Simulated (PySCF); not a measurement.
Simulation results for BGe2H5O, CH8GeOSi, CH5GeO2

Calculation on a computer-drawn molecule: the log of a Hartree-Fock and frozen-core CCSD(T) single point meant for a local Hartree-Fock minimum, with one planted fault or none, to be diagnosed. Offsets are logged minus clean, where the clean run is the same molecule without the fault. The reference is restricted for singlets and unrestricted otherwise, and also for a bond in bohr or an excited solution. Adding or removing an electron swaps singlet and doublet. The excited solution moves the top pair (singlet) or top alpha electron (doublet) to the lowest empty orbital. Highest occupied and lowest empty are orbital energies over both spins, largest force is the largest gradient component, triples share is (T) over the correlation energy, the T1 limit is 0.02 restricted and 0.045 unrestricted, electrons count all cores, a negative frequency is imaginary (commonest isotopes), and the dipole is about the centre of nuclear charge; on germanium a core potential holds 10 electrons, which the energies leave out, and 3d is frozen in MP2 and coupled-cluster steps. Program: PySCF 2.14.0.

Common to all runs: meant charge 0; meant basis and core potential on germanium cc-pVDZ-PP ECP10MDF; logged SCF converged yes; logged CC converged yes; logged SCF stable within its kind yes; possible faults no fault, one electron removed, one electron added, multiplicity raised by two, geometry at a saddle point, SCF held on an excited solution, minimal basis STO-3G, one bond length entered in bohr, all coordinates scaled.

(1) BGe2H5O

Logged structure:
```xyz
9
BGe2H5O
O     -0.6218    -0.1265     2.7286
B     -0.4294    -0.1230     1.3905
Ge     0.8181     1.0372     0.1253
Ge    -1.6559    -1.4925     0.3247
H     -0.0837     0.4790     3.2163
H      1.8967    -0.1244     0.0918
H     -1.4041    -2.9310     0.7986
H     -1.3786    -1.4550    -1.1907
H     -3.1457    -1.1715     0.5189
```

- meant multiplicity: 1
- meant basis: cc-pVDZ
- logged electrons: 82
- logged basis functions: 99
- logged spin squared: 2.0262
- logged highest occupied: -7.5855 eV
- logged lowest empty: -0.16378 eV
- logged largest force: 0.030854 hartree/bohr
- logged T1 diagnostic: 0.021093
- logged D1 diagnostic: 0.080613
- logged triples share: 0.029396
- logged dipole magnitude: 1.8975 debye
- logged energy HF: -689.18065 hartree
- logged energy CCSD(T): -689.67935 hartree
- planted fault: multiplicity raised by two
- HF energy offset from clean run: 14.36 kcal/mol
- CCSD(T) energy offset from clean run: 23.24 kcal/mol

Drawn bonds:
| atom | other atom | order |
| --- | --- | --- |
| 1 | 2 | 1 |
| 2 | 3 | 1 |
| 2 | 4 | 1 |
| 1 | 5 | 1 |
| 3 | 6 | 1 |
| 4 | 7 | 1 |
| 4 | 8 | 1 |
| 4 | 9 | 1 |

(2) BGe2H5O

Logged structure:
```xyz
9
BGe2H5O
O     -0.6218    -0.1265     2.7286
B     -0.4294    -0.1230     1.3905
Ge     0.8181     1.0372     0.1253
Ge    -1.6559    -1.4925     0.3247
H      0.3950     1.0177     3.6503
H      1.8967    -0.1244     0.0918
H     -1.4041    -2.9310     0.7986
H     -1.3786    -1.4550    -1.1907
H     -3.1457    -1.1715     0.5189
```

- meant multiplicity: 1
- meant basis: cc-pVDZ
- logged electrons: 82
- logged basis functions: 99
- logged spin squared: 1.105
- logged highest occupied: -8.7519 eV
- logged lowest empty: 0.094027 eV
- logged largest force: 0.03924 hartree/bohr
- logged T1 diagnostic: 0.059721
- logged D1 diagnostic: 0.26513
- logged triples share: 0.037106
- logged dipole magnitude: 0.95619 debye
- logged energy HF: -689.0933 hartree
- logged energy CCSD(T): -689.59842 hartree
- planted fault: one bond length entered in bohr, row 4 of the drawn bonds
- HF energy offset from clean run: 69.18 kcal/mol
- CCSD(T) energy offset from clean run: 74.02 kcal/mol

Drawn bonds:
| atom | other atom | order |
| --- | --- | --- |
| 1 | 2 | 1 |
| 2 | 3 | 1 |
| 2 | 4 | 1 |
| 1 | 5 | 1 |
| 3 | 6 | 1 |
| 4 | 7 | 1 |
| 4 | 8 | 1 |
| 4 | 9 | 1 |

Notes: T1 above single-reference limit.

(3) BGe2H5O

Logged structure:
```xyz
9
BGe2H5O
O     -0.6006    -0.1222     2.6358
B     -0.4148    -0.1188     1.3433
Ge     0.7903     1.0019     0.1210
Ge    -1.5996    -1.4417     0.3137
H     -0.0809     0.4627     3.1070
H      1.8323    -0.1202     0.0887
H     -1.3563    -2.8314     0.7715
H     -1.3317    -1.4056    -1.1503
H     -3.0387    -1.1317     0.5013
```

* meant multiplicity: 1
* meant basis: cc-pVDZ
* logged electrons: 82
* logged basis functions: 99
* logged spin squared: 0
* logged highest occupied: -8.1472 eV
* logged lowest empty: 0.30028 eV
* logged largest force: 0.028157 hartree/bohr
* logged T1 diagnostic: 0.016424
* logged D1 diagnostic: 0.052738
* logged triples share: 0.027213
* logged dipole magnitude: 2.4371 debye
* logged energy HF: -689.19389 hartree
* logged energy CCSD(T): -689.70291 hartree
* planted fault: all coordinates scaled, by -3.4 %
* HF energy offset from clean run: 6.054 kcal/mol
* CCSD(T) energy offset from clean run: 8.455 kcal/mol

Drawn bonds:
| atom | other atom | order |
| --- | --- | --- |
| 1 | 2 | 1 |
| 2 | 3 | 1 |
| 2 | 4 | 1 |
| 1 | 5 | 1 |
| 3 | 6 | 1 |
| 4 | 7 | 1 |
| 4 | 8 | 1 |
| 4 | 9 | 1 |

(4) CH8GeOSi

Logged structure:
```xyz
12
CH8GeOSi
O     -2.1570     1.4226    -1.6512
C     -1.1565     2.2522    -1.7561
Ge     0.4523     1.3656    -1.8075
Si     0.5750    -0.0493    -0.0950
H     -2.2477     0.9807    -2.4005
H     -1.2591     2.8630    -2.5575
H     -1.1795     2.8376    -0.9356
H      1.5234     2.3012    -1.7899
H      0.5272     0.6435    -3.0341
H      1.8371    -0.5782    -0.0002
H     -0.3185    -1.0739    -0.2638
H      0.2854     0.6091     1.0724
```

* meant multiplicity: 1
* meant basis: cc-pV(D+d)Z
* logged electrons: 68
* logged basis functions: 114
* logged spin squared: 0
* logged highest occupied: -10.288 eV
* logged lowest empty: 4.0033 eV
* logged largest force: 0.089701 hartree/bohr
* logged T1 diagnostic: 0.01047
* logged D1 diagnostic: 0.02707
* logged triples share: 0.022607
* logged dipole magnitude: 1.2757 debye
* logged energy HF: -699.61062 hartree
* logged energy CCSD(T): -700.21007 hartree
* planted fault: all coordinates scaled, by -7.5 %
* HF energy offset from clean run: 45.45 kcal/mol
* CCSD(T) energy offset from clean run: 52.71 kcal/mol

Drawn bonds:
| atom | other atom | order |
| --- | --- | --- |
| 1 | 2 | 1 |
| 2 | 3 | 1 |
| 3 | 4 | 1 |
| 1 | 5 | 1 |
| 2 | 6 | 1 |
| 2 | 7 | 1 |
| 3 | 8 | 1 |
| 3 | 9 | 1 |
| 4 | 10 | 1 |
| 4 | 11 | 1 |
| 4 | 12 | 1 |

(5) CH8GeOSi

Logged structure:
```xyz
12
CH8GeOSi
O     -2.3319     1.5380    -1.7851
C     -1.2503     2.4349    -1.8985
Ge     0.4890     1.4763    -1.9540
Si     0.6217    -0.0533    -0.1027
H     -2.4299     1.0602    -2.5951
H     -1.3612     3.0952    -2.7649
H     -1.2752     3.0677    -1.0115
H      1.6469     2.4878    -1.9351
H      0.5699     0.6956    -3.2801
H      1.9861    -0.6250    -0.0002
H     -0.3443    -1.1610    -0.2852
H      0.3085     0.6585     1.1593
```

* meant multiplicity: 1
* meant basis: cc-pV(D+d)Z
* logged electrons: 67
* logged basis functions: 114
* logged spin squared: 0.7689
* logged highest occupied: -15.295 eV
* logged lowest empty: -6.95 eV
* logged largest force: 0.06854 hartree/bohr
* logged T1 diagnostic: 0.03903
* logged D1 diagnostic: 0.25615
* logged triples share: 0.027991
* logged dipole magnitude: 5.5087 debye
* logged energy HF: -699.35622 hartree
* logged energy CCSD(T): -699.9526 hartree
* planted fault: one electron removed
* HF energy offset from clean run: 205.1 kcal/mol
* CCSD(T) energy offset from clean run: 214.3 kcal/mol

Drawn bonds:
| atom | other atom | order |
| --- | --- | --- |
| 1 | 2 | 1 |
| 2 | 3 | 1 |
| 3 | 4 | 1 |
| 1 | 5 | 1 |
| 2 | 6 | 1 |
| 2 | 7 | 1 |
| 3 | 8 | 1 |
| 3 | 9 | 1 |
| 4 | 10 | 1 |
| 4 | 11 | 1 |
| 4 | 12 | 1 |

(6) CH5GeO2

Logged structure:
```xyz
9
CH5GeO2
O     -0.8642    -1.3101     1.5392
C     -0.9042    -2.4992     0.7980
Ge     0.4464    -2.3984    -0.6506
O      1.8096    -1.7314     0.3134
H      0.0375    -1.1325     1.7729
H     -0.7125    -3.3780     1.4213
H     -2.7930    -2.6913     0.0011
H      0.0953    -1.3764    -1.7588
H      2.5009    -1.3038    -0.1704
```

- meant multiplicity: 2
- meant basis: cc-pVDZ
- logged electrons: 59
- logged basis functions: 90
- logged spin squared: 1.4791
- logged highest occupied: -8.9456 eV
- logged lowest empty: 1.0237 eV
- logged largest force: 0.020665 hartree/bohr
- logged T1 diagnostic: 0.053063
- logged D1 diagnostic: 0.255
- logged triples share: 0.031574
- logged dipole magnitude: 2.5146 debye
- logged energy HF: -483.7361 hartree
- logged energy CCSD(T): -484.3829 hartree
- planted fault: ?

Drawn bonds:
| atom | other atom | order |
| --- | --- | --- |
| 1 | 2 | 1 |
| 2 | 3 | 1 |
| 3 | 4 | 1 |
| 1 | 5 | 1 |
| 2 | 6 | 1 |
| 2 | 7 | 1 |
| 3 | 8 | 1 |
| 4 | 9 | 1 |

Notes: T1 above single-reference limit.

Question: Give the missing planted fault for CH5GeO2 (entry 6).
Answer: one bond length entered in bohr, row 6 of the drawn bonds

Further results for CH5GeO2 (entry 6):

* HF energy offset from clean run: 78.42 kcal/mol
* CCSD(T) energy offset from clean run: 79.59 kcal/mol
